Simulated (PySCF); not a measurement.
# Gas-phase thermal properties of InCl3

Energies from PySCF (xtb for GFN2), thermal terms from the rigid-rotor harmonic-oscillator model, ideal gas at 1 bar. All species are closed-shell singlets. In: scalar-relativistic def2 core potential, no spin-orbit coupling. The harmonic model lacks anharmonicity and excited electronic states, which grow with temperature; levels with a mode under 35 cm⁻¹ are left out. Soft modes under 120 cm⁻¹ make the harmonic entropy rough for InCl3.

```tsv
level	point group	σ	ZPE (kJ/mol)	S°298 (J/mol/K)	Cp298 (J/mol/K)	S°1000 (J/mol/K)	H1000 − H298 (kJ/mol)
GFN2-xTB	D3h	6	6.9	349.8	78.8	448.4	57.4
PBE/def2-SVP	D3h	6	8.2	343.3	77.2	441.0	57.0
PBE0/def2-TZVP	D3h	6	8.5	340.9	76.7	438.4	56.9
```
σ: rotational symmetry number. Electronic degeneracy used: 1. Frequencies are unscaled.
